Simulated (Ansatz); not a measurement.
Coupled-cluster diagnostics for the cluster Sn₂Te₃, Ansatz.

Geometry of the singlet (PBE0-D4/def2-SVP):

```xyz
5

Sn    1.0194    1.3476    1.0936
Sn    0.7481   -1.8206   -0.4201
Te   -1.2525    0.2503   -0.2992
Te   -1.8915    1.3985   -2.5885
Te    1.3766   -1.1757    2.2142
```

In the def2 sets Sn, Te take a core potential; there is no spin–orbit coupling. Correlated methods freeze 20 core orbitals; core or outer-core shells of Sn, Te are correlated, in sets that lack core-valence functions. Another isomer (singlet) lies 1.56 eV lower at PBE0-D4/def2-TZVP; other spin states weren't run for this one.

**Question.** Estimate the CCSD(T) correlation energy, the shares of MP2 and (T), T1 and the reference's ⟨S²⟩ for: charge 0, singlet, own geometry in def2-SVP; and the rough time on 4 threads of Arm Neoverse V2 on a shared host.

**Answer.** 
```tsv
state	basis	correlation (eV)	MP2 share (%)	(T) share (%)	T1	⟨S²⟩ (pure)	wall time	remarks
charge 0, singlet, own geometry	def2-SVP	-16.112	89.9	5.2	0.026	0.00 (0.00)	56 s	large T1 (0.026)
```
Customary marks for T1 are 0.02 (closed shells), 0.045 (open shells) and about 0.05 (3d metals). T1 exceeds 0.02 in 1 of 1 rows and 0.045 in 0; the higher it lies, the less the single-reference result can be trusted.
